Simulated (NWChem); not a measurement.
# GeHCl2, doublet; SMILES [Cl][GeH][Cl]

All runs: NWChem. Spin-unrestricted. In the optimisation the excess spin sits in a' (Cs, its own frame). All runs use the structure optimised with PBE0/def2-SVP, spin-unrestricted. No stability test was run on the SCF state. Level B3LYP/def2-SVP: single points from the atomic guess with DIIS by default; each run changes one setting, and all converged runs end within 0.3 mHa of each other. cgmin counts macro-iterations, each dearer than a DIIS step.

**Question.** Which setting needs the most SCF iterations, or fails (no DIIS, 40 % damping; no level shifting; quadratically convergent solver (cgmin); defaults; occupation smearing of 0.005 Ha)?

**Answer.** no DIIS, 40 % damping, with 15 against 7 for the defaults.
```
setting                                  SCF iterations
---------------------------------------  --------------
defaults                                              7
no DIIS, 40 % damping                                15
no level shifting                                     7
occupation smearing of 0.005 Ha                       7
quadratically convergent solver (cgmin)               5
```
